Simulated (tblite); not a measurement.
C₅H₁₂ClFSi₂.
Atom-mapped SMILES: `[CH3:1][C:2]([CH3:3])=[CH:4][SiH2:5][Si@@H:6]([F:7])[CH2:8][Cl:9]` (hydrogens: H10, H11, H12 on C1; H13, H14, H15 on C3; H16 on C4; H17, H18 on Si5; H19 on Si6; H20, H21 on C8)

Computed with GFN2-xTB (tblite), gas phase: L-BFGS steps from a force-field or distance-geometry start until the largest atomic force falls under 0.01 eV/Å.

At the end of the run (lengths in Å): Si6–C8 1.917, C4–Si5 1.881, Si6–H19 1.461, Si5–Si6 2.315, C2–C3 1.496, C4–H16 1.085, Si5–H17 1.472, F7–Si6–C8 101.9°, Si5–Si6–C8 112.8°, Si5–Si6–F7 110.0°, C3–C2–C4 124.1°, C1–C2–C4–Si5 179°, C2–C4–Si5–Si6 -84°, C4–Si5–Si6–F7 -62°, H19–Si6–C8–Cl9 -72°, H16–C4–Si5–Si6 95°.

**Question.** These geometries were met on the way; a selection of coordinates is given. Order them by energy above the end point, lowest first.
A. Si6–C8 1.891, C4–Si5 1.868, Si6–H19 1.470, Si5–Si6 2.296, C2–C3 1.514, C4–H16 1.089, Si5–H17 1.481, F7–Si6–C8 106.0°, Si5–Si6–C8 109.5°, Si5–Si6–F7 110.7°, C3–C2–C4 126.3°, C1–C2–C4–Si5 180°, C2–C4–Si5–Si6 -91°, C4–Si5–Si6–F7 -62°, H19–Si6–C8–Cl9 -53°, H16–C4–Si5–Si6 89°
B. Si6–C8 1.916, C4–Si5 1.886, Si6–H19 1.458, Si5–Si6 2.314, C2–C3 1.497, C4–H16 1.088, Si5–H17 1.473, F7–Si6–C8 102.7°, Si5–Si6–C8 110.5°, Si5–Si6–F7 112.2°, C3–C2–C4 124.9°, C1–C2–C4–Si5 180°, C2–C4–Si5–Si6 -91°, C4–Si5–Si6–F7 -60°, H19–Si6–C8–Cl9 -63°, H16–C4–Si5–Si6 87°
C. Si6–C8 1.913, C4–Si5 1.870, Si6–H19 1.461, Si5–Si6 2.301, C2–C3 1.493, C4–H16 1.082, Si5–H17 1.470, F7–Si6–C8 102.3°, Si5–Si6–C8 110.6°, Si5–Si6–F7 113.0°, C3–C2–C4 125.2°, C1–C2–C4–Si5 -179°, C2–C4–Si5–Si6 -91°, C4–Si5–Si6–F7 -60°, H19–Si6–C8–Cl9 -61°, H16–C4–Si5–Si6 87°
D. Si6–C8 1.918, C4–Si5 1.875, Si6–H19 1.451, Si5–Si6 2.284, C2–C3 1.503, C4–H16 1.087, Si5–H17 1.462, F7–Si6–C8 103.3°, Si5–Si6–C8 110.0°, Si5–Si6–F7 112.5°, C3–C2–C4 125.2°, C1–C2–C4–Si5 180°, C2–C4–Si5–Si6 -92°, C4–Si5–Si6–F7 -60°, H19–Si6–C8–Cl9 -57°, H16–C4–Si5–Si6 88°
E. Si6–C8 1.845, C4–Si5 1.848, Si6–H19 1.493, Si5–Si6 2.310, C2–C3 1.519, C4–H16 1.066, Si5–H17 1.490, F7–Si6–C8 107.7°, Si5–Si6–C8 109.6°, Si5–Si6–F7 110.0°, C3–C2–C4 125.7°, C1–C2–C4–Si5 180°, C2–C4–Si5–Si6 -91°, C4–Si5–Si6–F7 -62°, H19–Si6–C8–Cl9 -53°, H16–C4–Si5–Si6 89°

**Answer.** B (0.019 eV), C (0.034 eV), D (0.061 eV), A (0.124 eV), E (0.221 eV).

```
step  E above end (eV)  rms distance from the end, all atoms (Å)  largest force (eV/Å)  rms shift of all bonds from the end (Å)
  12             0.019                                     0.119                 0.108                                    0.002
   7             0.034                                     0.127                 0.180                                    0.004
   4             0.061                                     0.134                 0.284                                    0.009
   1             0.124                                     0.140                 1.041                                    0.010
   0             0.221                                     0.142                 2.049                                    0.023
```

Rows stand in the order of the answer.
